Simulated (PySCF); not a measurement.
**P⁺ (phosphorus, charge +1) across methods**

[Ne] 3s1 3p2 3d1, one real determinant (an excited configuration). All numbers are calculated (PySCF 2.14, the non-relativistic Hamiltonian (point nucleus), in aug-cc-pwCVDZ (6s5p3d, 36 functions)).

```csv
method,E (hartree),mean ε 3s α (eV),mean ε 3p α (eV),mean ε 3d α (eV),Σ⟨r²⟩ (bohr²),⟨S²⟩
BHandHLYP,-340.2245,-30.996,-20.323,-7.045,26.37,6.000
PBE0,-340.1062,-29.519,-19.406,-6.859,27.63,6.000
B3LYP,-340.2408,-28.774,-18.798,-6.545,26.77,6.000
UHF,-339.73490,-34.949,-23.152,-8.177,26.50,6.000
M06-2X,-340.1921,-30.490,-20.151,-7.193,25.86,6.000
r2SCAN0,-340.2094,-30.053,-19.652,-6.754,27.31,6.000
```

⟨L²⟩ = 7.73 against 12 for a pure F term, so this real determinant mixes terms. The outer electron is Rydberg-like, and this basis confines it to a smaller radius and binds it less than a complete one would.
